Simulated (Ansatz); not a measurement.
**Ansatz input wanted**

CH7FN2Si: 12 atoms, total charge 0, spin state singlet. As SMILES, `CN[SiH](N)F`. Geometry: relaxed at PBE0-D4/def2-TZVP. This is one conformer, not always the lowest.

| atom | x (Å) | y (Å) | z (Å) |
| --- | --- | --- | --- |
| C | -1.4304 | 1.1772 | 0.5321 |
| N | -0.0910 | 0.6914 | 0.2821 |
| Si | 0.3102 | -0.7191 | -0.5624 |
| N | 1.8792 | -1.1809 | -0.0983 |
| F | 0.4154 | -0.5892 | -2.1588 |
| H | -1.5397 | 1.5347 | 1.5606 |
| H | -2.1447 | 0.3623 | 0.3945 |
| H | -1.7228 | 1.9879 | -0.1448 |
| H | 0.6326 | 1.3783 | 0.4264 |
| H | -0.8150 | -1.6613 | -0.3481 |
| H | 2.4596 | -1.7216 | -0.7171 |
| H | 2.1235 | -1.3150 | 0.8678 |

Settings wanted:

```json
{"basis set": "6-311G**", "core potential": "none", "task": "gradient", "method": "DFT", "functional": "B3LYP", "reference": "RKS", "relativity": "none", "accuracy": "high", "d and f functions": "spherical"}
```

Give an Ansatz 0.2.0 job that does this.

One that was run (others would do as well):

input.yaml:
```yaml
crystal:
  periodic: [false, false, false]
  atoms:
    - {symbol: C, position_ang: [-1.430400, 1.177200, 0.532100]}
    - {symbol: "N", position_ang: [-0.091000, 0.691400, 0.282100]}
    - {symbol: Si, position_ang: [0.310200, -0.719100, -0.562400]}
    - {symbol: N, position_ang: [1.879200, -1.180900, -0.098300]}
    - {symbol: F, position_ang: [0.415400, -0.589200, -2.158800]}
    - {symbol: H, position_ang: [-1.539700, 1.534700, 1.560600]}
    - {symbol: H, position_ang: [-2.144700, 0.362300, 0.394500]}
    - {symbol: H, position_ang: [-1.722800, 1.987900, -0.144800]}
    - {symbol: H, position_ang: [0.632600, 1.378300, 0.426400]}
    - {symbol: H, position_ang: [-0.815000, -1.661300, -0.348100]}
    - {symbol: H, position_ang: [2.459600, -1.721600, -0.717100]}
    - {symbol: H, position_ang: [2.123500, -1.315000, 0.867800]}
basis:
  gaussian: {orbitals: 6-311G_st__st_-spherical.json}
total_charge: 0
hamiltonian: {xc: {name: B3LYP}}
accuracy: high
output: {forces: true, orbitals: {seedname: orbitals}}
```

```bash
$ ansatz run input.yaml --threads 1 --pin off --max-ram 2610MiB --events-out events.jsonl --progress --plain --runs-dir runs
```

(Basis files named in the input come from the Basis Set Exchange and aren't shown.)

Calculated total energy: -541.38272 Eh, largest force 0.873 eV/Å.
